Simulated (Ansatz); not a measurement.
Consider the cleavage of the In–B bond: `[NH2][In]([OH])[BH]S` + silanol → `[NH2][In]([OH])[O][SiH3]` + `BS`.

Isolated molecules relaxed with PBE0-D4/def2-TZVP in Ansatz; ΔE leaves out vibrations. CBS: MP2 limit from def2 TZ/QZ plus the TZ coupled-cluster correction, frozen cores. This one scheme is used for every species. DFT in def2-TZVPP. B3LYP here is the variant with VWN-RPA as its local correlation; programs differ in this. HSE06 is defined as in plane-wave codes. Elements past krypton have def2 core potentials. For In outer-core shells are correlated without core-valence functions, which leaves a few kJ/mol of doubt a bond. One conformer a species, not always the lowest.

`[NH2][In]([OH])[BH]S`:

Z-matrix (Å, degrees):
```
N
In 1 2.013
H 1 1.009 2 117.3
H 1 1.008 2 120.9 3 -139.4
O 2 1.998 1 104.3 3 -17.7
B 2 2.231 1 130.1 3 168.8
H 5 0.959 2 113.9 1 -175.2
S 6 1.761 2 125.8 1 58.0
H 6 1.195 2 121.9 1 -122.5
H 8 1.345 6 101.8 2 -0.8
```

`O[SiH3]`:

```xyz
6

O     0.445   -1.060    0.566
Si   -0.087    0.231   -0.309
H     0.375   -1.014    1.519
H    -1.535    0.490   -0.081
H     0.144   -0.118   -1.729
H     0.659    1.473    0.035
```

`[NH2][In]([OH])[O][SiH3]`:

```xyz
11

N     1.306   -0.492    2.549
In    0.036    0.037    1.099
O    -1.816    0.681    1.306
O     0.579   -0.280   -0.785
Si   -0.149   -0.110   -2.227
H     1.193   -0.002    3.425
H     2.280   -0.465    2.279
H    -2.246    0.783    0.453
H    -0.225   -1.414   -2.941
H     0.590    0.857   -3.085
H    -1.548    0.403   -2.073
```

`BS`:

Z-matrix (Å, degrees):
```
B
S 1 1.765
H 1 1.192 2 115.8
H 1 1.190 2 121.4 3 -180.0
H 2 1.344 1 99.2 3 180.0
```

| level | ΔE (kcal/mol) | difference from CCSD(T)/CBS |
| --- | --- | --- |
| LDA (SPW92) | -4.0 | 5.9 |
| PBE-D4 | -6.2 | 3.7 |
| BLYP-D4 | -9.0 | 0.9 |
| r2SCAN-D4 | -8.8 | 1.1 |
| B97M-V | -10.9 | -1.0 |
| PBE0-D4 | -7.0 | 2.9 |
| B3LYP-D4 | -9.3 | 0.6 |
| r2SCANh-D4 | -8.7 | 1.2 |
| r2SCAN0-D4 | -8.6 | 1.3 |
| HSE06-D4 | -7.0 | 2.9 |
| BHLYP-D4 | -10.8 | -0.9 |
| CAM-B3LYP-D4 | -10.3 | -0.4 |
| ωB97X-V | -10.3 | -0.4 |
| ωB97M-V | -9.1 | 0.8 |
| PBE-QIDH | -8.8 | 1.1 |
| PBE | -6.1 | 3.8 |
| revPBE | -6.5 | 3.4 |
| BLYP | -8.8 | 1.1 |
| PBE0 | -6.9 | 3.0 |
| B3LYP | -9.1 | 0.8 |
| r2SCANh | -8.7 | 1.2 |
| r2SCAN0 | -8.6 | 1.3 |
| HSE06 | -6.9 | 3.0 |
| BHLYP | -10.8 | -0.9 |
| CAM-B3LYP | -10.2 | -0.3 |
| LC-ωPBE | -9.3 | 0.6 |
| RPA@PBE/def2-TZVPP | -10.1 | -0.2 |
| HF/def2-SVP | -14.4 | -4.5 |
| MP2/def2-SVP | -14.2 | -4.3 |
| CCSD/def2-SVP | -12.8 | -2.9 |
| CCSD(T)/def2-SVP | -12.6 | -2.7 |
| MP2/def2-TZVPP | -9.6 | 0.3 |
| SCS-MP2/def2-TZVPP | -11.0 | -1.1 |
| CCSD/def2-TZVPP | -10.0 | -0.1 |
| CCSD(T)/def2-TZVPP | -9.8 | 0.1 |
| MP2/def2-QZVPP | -9.8 | 0.1 |
| SCS-MP2/def2-QZVPP | -11.2 | -1.3 |
| HF/CBS(def2) | -14.7 | -4.8 |
| MP2/CBS(def2) | -9.8 | 0.1 |
| CCSD/CBS(def2) | -10.1 | -0.2 |
| CCSD(T)/CBS | -9.9 | 0 |

Largest T1 diagnostic among the species: 0.017.

From BLYP to BHLYP (50 % exact exchange), in def2-TZVPP and without D4, ΔE moves by −2.0 kcal/mol. Leaving LDA and LC-ωPBE aside and taking each functional with its dispersion term where it has one, the values spread over 4.7 kcal/mol, from B97M-V to PBE-D4. LDA lies +2.1 kcal/mol from PBE without D4. At CCSD(T), def2-SVP lies −2.7 kcal/mol from the extrapolated value and def2-TZVPP +0.1 kcal/mol.

CCSD(T)/CBS has its own doubt, a few kJ/mol and more with outer-core shells, so smaller differences from it don't rank the levels.
